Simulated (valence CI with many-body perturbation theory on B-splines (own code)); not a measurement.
In XLV in brief

Method: valence CI with perturbative core correlation (CI+MBPT): three valence electrons over a frozen Dirac-Fock core [He], radial functions for each j: 11 s, 11 p, 9 d, 7 f, 5 g, 2 h, 1 i, with the one-electron correlation potential Σ1 (screened to all orders), the two-electron term Σ2, the three-electron term Σ3, Breit, model QED; selected single and double excitations, second order for the rest (own B-spline code, finite nucleus).

No measured spectrum was set against this ion. As an estimate, large intervals hold to a few tenths of a per cent, small ones and those within an open d or f shell to about a per cent.

Levels are named by their leading jj configuration (3d3/2^4 stands for four electrons in 3d with j = 3/2), which in mixed levels can hold well under half, so a name can repeat and another be missing.

Rates and lifetimes use the calculated energies. Strong lines usually hold to 10 to 20 %, long lifetimes can be off by a factor of two.

What is the ground level?

(2s^2 2p1/2) J=1/2, composition 100 % 2s2 2p 2P°, g = 0.645.

How well does LS coupling describe the low levels?

Among the lowest 20 levels the leading LS term, summed over configurations, holds 76 % on average. For single configurations the figures are 73 % in LS and 94 % in jj coupling. Terms mix most in the J = 3/2 level at 559.7 eV, where the leading one holds 44 %.

Where does the other parity begin?

At (2s 2p1/2^2) J=1/2, 140.9 eV.

What are the static dipole polarisabilities of the lowest levels?

(2s^2 2p1/2) J=1/2 0.00105 bohr³, of which the core gives 1.40e-06.

Among levels below 4854.0 eV, which E1 lines absorb most strongly from the ground level?

to (2s 2p1/2 3p1/2) J=3/2 at 0.2868 nm, f = 0.652; to (2s 2p1/2 3p3/2) J=3/2 at 0.2812 nm, f = 0.198; to (2s^2 3d3/2) J=3/2 at 0.2861 nm, f = 0.136.
